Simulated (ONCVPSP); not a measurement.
**silicon: ONCV pseudisation with PBEsol, scalar-relativistic reference atom.**

ONCVPSP 4.0.1 input, shortened (lines: element, Z, core and valence counts, functional; n l f; lmax; l rc ep ncon nbas qcut; lloc lpopt rc5 dvloc0; l nproj debl; icmod fcfact rcfact), PBEsol, scalar-relativistic:

```
  Si 14.00    1    4  -116133      upf
    1    0    2.00
    2    0    2.00
    2    1    6.00
    3    0    2.00
    3    1    2.00
    1
    0    1.00    0.00    4    8   13.40
    1    0.90    0.00    4    7   18.10
    4    5    0.60    0.00
    0    2    1.40
    1    2    1.80
    3    2.75    1.40
```

All-electron outer shells of the reference configuration (PBEsol, scalar-relativistic, ld1.x):

```csv
shell,level (eV),outermost node (bohr),outermost maximum (bohr)
1s,-1782.33,–,0.07
2s,-139.13,0.15,0.45
2p,-95.42,–,0.39
3s,-10.77,0.72,1.80
3p,-4.06,0.72,2.17
```

(1) Estimate the cutoffs (Ha) at which the residual kinetic energy of the hardest occupied pseudo-wave falls to 1 and 0.1 mHa per electron.

(2) Does the potential have ghost states?

(3) Which valence shell sets the plane-wave cutoff?

(4) Tests: 2s2 2p6 3s2 3p1; 2s2 2p6 3s2 3p0; 2s2 2p6 3s1 3p0; 2s2 2p5 3s2 3p2. Which has the largest error in its energy relative to the reference configuration, and how large is it?

## Answers

(1) 113 Ha and 129 Ha.

(2) No bound ghost flagged; no localised positive-energy state flagged.

(3) 2p: 113 Ha for 1 mHa per electron, against 93 Ha for 3p.

(4) 2s2 2p5 3s2 3p2, with +297 meV (all-electron minus pseudo) on +109.89 eV.
